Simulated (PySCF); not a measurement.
# Computed records: C₂H₆BSi, H₅O₂Si₂

Calculation on a computer-drawn molecule: the log of a Hartree-Fock and frozen-core CCSD(T) single point meant for a local Hartree-Fock minimum, with one planted fault or none, to be diagnosed. Offsets are logged minus clean, where the clean run is the same molecule without the fault. The reference is restricted for singlets and unrestricted otherwise, and also for a bond in bohr or an excited solution. Adding or removing an electron swaps singlet and doublet. The excited solution moves the top pair (singlet) or top alpha electron (doublet) to the lowest empty orbital. Highest occupied and lowest empty are orbital energies over both spins, largest force is the largest gradient component, triples share is (T) over the correlation energy, the T1 limit is 0.02 restricted and 0.045 unrestricted, electrons count all cores, a negative frequency is imaginary (commonest isotopes), and the dipole is about the centre of nuclear charge. Program: PySCF 2.14.0.

Common to all runs: meant basis cc-pV(D+d)Z; logged SCF converged yes; logged CC converged yes; logged SCF stable within its kind yes; possible faults no fault, one electron removed, one electron added, multiplicity raised by two, geometry at a saddle point, SCF held on an excited solution, minimal basis STO-3G, one bond length entered in bohr, all coordinates scaled.

(1) C₂H₆BSi

Logged structure:
```xyz
10
C2H6BSi
C     -1.6506    -1.5470     0.2873
Si    -0.2190    -0.6130     0.2832
B     -0.3313     0.6461    -1.2407
C     -0.5075     1.5583    -2.4159
H     -1.8622    -2.3218     1.0173
H     -2.4268    -1.4025    -0.4568
H      0.9542    -0.6054     1.1493
H     -1.4695     1.3439    -2.9000
H     -0.5041     2.6054    -2.0908
H      0.2952     1.3997    -3.1458
```

```
meant charge                         : 1
meant multiplicity                   : 1
logged electrons                     : 35
logged basis functions               : 95
logged spin squared                  : 0.7553
logged highest occupied              : -22.238 eV
logged lowest empty                  : -12.071 eV
logged largest force                 : 0.040688 hartree/bohr
logged T1 diagnostic                 : 0.016298
logged D1 diagnostic                 : 0.056373
logged triples share                 : 0.029709
logged dipole magnitude              : 0.63751 debye
logged energy HF                     : -392.04856 hartree
logged energy CCSD(T)                : -392.49619 hartree
planted fault                        : one electron removed
HF energy offset from clean run      : 288.5 kcal/mol
CCSD(T) energy offset from clean run : 324.5 kcal/mol
```

Drawn bonds:
```
atom  other atom  order
   1           2      2
   2           3      1
   3           4      1
   1           5      1
   1           6      1
   2           7      1
   4           8      1
   4           9      1
   4          10      1
```

(2) H₅O₂Si₂

Logged structure:
```xyz
9
H5O2Si2
O      0.6568     2.5520    -2.5992
Si     0.7741     2.4165    -0.9635
O      0.2060     0.9615    -0.4585
Si    -1.0193    -0.0793    -0.1179
H      1.0603     1.8966    -3.1513
H      2.1901     2.4954    -0.5292
H     -2.2471     0.6712     0.2223
H     -0.6247    -0.9218     1.0280
H     -1.2833    -0.9389    -1.2907
```

```
meant charge                         : 0
meant multiplicity                   : 2
logged electrons                     : 49
logged basis functions               : 99
logged spin squared                  : 3.7696
logged highest occupied              : -3.6754 eV
logged lowest empty                  : -3.582 eV
logged largest force                 : 0.096189 hartree/bohr
logged T1 diagnostic                 : 0.065722
logged D1 diagnostic                 : 0.42422
logged triples share                 : 0.031231
logged dipole magnitude              : 2.6079 debye
logged energy HF                     : -730.29237 hartree
logged energy CCSD(T)                : -730.91016 hartree
planted fault                        : multiplicity raised by two
HF energy offset from clean run      : 195.9 kcal/mol
CCSD(T) energy offset from clean run : 185.4 kcal/mol
```

Drawn bonds:
```
atom  other atom  order
   1           2      1
   2           3      1
   3           4      1
   1           5      1
   2           6      1
   4           7      1
   4           8      1
   4           9      1
```

Notes: T1 above single-reference limit.
